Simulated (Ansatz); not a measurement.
Consider the redistribution: `[SiH3][NH][AlH][Cl]` + `F[SiH2][SeH]` → `[SiH3][NH][AlH][SeH]` + `F[SiH2]Cl`.

Gas-phase electronic energies from Ansatz, PBE0-D4/def2-TZVP geometries. CCSD(T)/CBS adds triple-zeta CCSD(T) − MP2 to the extrapolated MP2 energy (def2 sets, frozen cores). This one scheme is used for every species. DFT in def2-TZVPP. B3LYP here is the variant with VWN-RPA as its local correlation; programs differ in this. For Se outer-core shells are correlated without core-valence functions, which leaves a few kJ/mol of doubt a bond. Scalar relativity is left out up to krypton. Each species was taken in one conformer, which may not be the lowest.

`[SiH3][NH][AlH][Cl]`:

```xyz
9

Si    1.261    0.657    0.097
N    -0.061   -0.192   -0.632
Al   -1.592   -0.790    0.028
Cl   -2.007   -0.482    2.055
H     2.532   -0.111   -0.020
H     1.483    1.979   -0.550
H     0.940    0.858    1.530
H     0.068   -0.379   -1.619
H    -2.623   -1.541   -0.889
```

`F[SiH2][SeH]`:

Z-matrix (Å, degrees):
```
Si
Se 1 2.258
F 1 1.598 2 112.3
H 1 1.479 2 110.7 3 -119.2
H 1 1.479 2 106.0 3 117.8
H 2 1.469 1 92.7 3 77.5
```

`[SiH3][NH][AlH][SeH]`:

```xyz
10

Si   -1.221   -0.058    1.252
N     0.433   -0.269    0.804
Al    1.215   -0.052   -0.779
Se   -0.114    0.624   -2.552
H    -1.832   -1.318    1.758
H    -1.953    0.379    0.035
H    -1.388    0.973    2.314
H     1.042   -0.564    1.556
H     2.761   -0.314   -0.945
H     1.056    0.600   -3.442
```

`F[SiH2]Cl`:

Cartesian coordinates in Å:
```
F -0.534 0.089 1.498
Si 0.003 0.121 0.002
Cl 0.187 -1.792 -0.671
H 1.334 0.756 0.002
H -0.990 0.826 -0.831
```

```
             level  ΔE (kJ/mol)
            PBE-D4          6.3
               PBE          7.1
             B3LYP          8.2
SCS-MP2/def2-TZVPP          3.9
CCSD(T)/def2-TZVPP          4.0
     HF/def2-QZVPP          6.1
SCS-MP2/def2-QZVPP          4.4
      HF/CBS(def2)          6.1
```

What does CCSD(T)/CBS give? (Best estimate.)

Ansatz gave: +4.9 kJ/mol. The listed levels differ from it by 1.4, 2.2, 3.3, -1.0, -0.9, 1.2, -0.5, 1.2 kJ/mol.

Largest T1 diagnostic among the species: 0.010.
